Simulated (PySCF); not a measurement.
Spectrum to structure. Method: TDDFT B3LYP/def2-SVPD, vertical, gas phase, core orbitals frozen in the response (PySCF 2.14.0, density-fitted response routines). Geometries: GFN2-xTB, one conformer each.

```json
{"state": "S1", "E (eV)": "5.77", "f": "0.0001"}
{"state": "S2", "E (eV)": "6.71", "f": "0.023"}
{"state": "S3", "E (eV)": "7.01", "f": "0.0097"}
{"state": "S4", "E (eV)": "7.35", "f": "0.053"}
{"state": "S5", "E (eV)": "7.64", "f": "0.079"}
{"state": "S6", "E (eV)": "7.92", "f": "0.0034"}
{"state": "S7", "E (eV)": "8.00", "f": "0.102"}
{"state": "S8", "E (eV)": "8.24", "f": "0.0002"}
```

Orbital energies (eV): HOMO-3 -10.55, HOMO-2 -10.38, HOMO-1 -8.13, HOMO -7.65, LUMO -0.07, LUMO+1 -0.04, LUMO+2 0.63.

**Question.** Which candidate is it?
A. `C=N[C@H](OC)C(F)(F)F`
B. `NC(=S)C#CC=C(F)F`
C. `NC(=O)CCC(F)(F)F`

**Answer.** C. Its S1, at 5.77 eV, is the highest among the candidates; the nearest of the others has S1 at 4.69 eV. S1 is HOMO→LUMO (93%). S1 has the pattern of n→π* at C=O. At the same level the other candidates give, for their lowest levels:
- `C=N[C@H](OC)C(F)(F)F`: 4.69 eV (f 0.001); 6.20 eV (f 0.005); 6.86 eV (f 0.000); 7.55 eV (f 0.070); 7.66 eV (f 0.028); T1 3.98 eV; HOMO -7.53, LUMO -1.31 eV
- `NC(=S)C#CC=C(F)F`: 2.47 eV (f 0.000); 3.83 eV (f 0.247); 4.62 eV (f 0.000); 4.68 eV (f 0.183); 4.89 eV (f 0.000); T1 2.20 eV; HOMO -6.10, LUMO -2.55 eV

The values belong to the conformer `[NH2:1][C:2](=[O:3])[CH2:4][CH2:5][C:6]([F:7])([F:8])[F:9]`: N1–C2–C4–C5 175°, C2–C4–C5–C6 176°, C4–C5–C6–F7 178°, H–N1–C2–O3 -1°, H–N1–C2–O3 -179°.
Triplets come from the Tamm–Dancoff approximation.
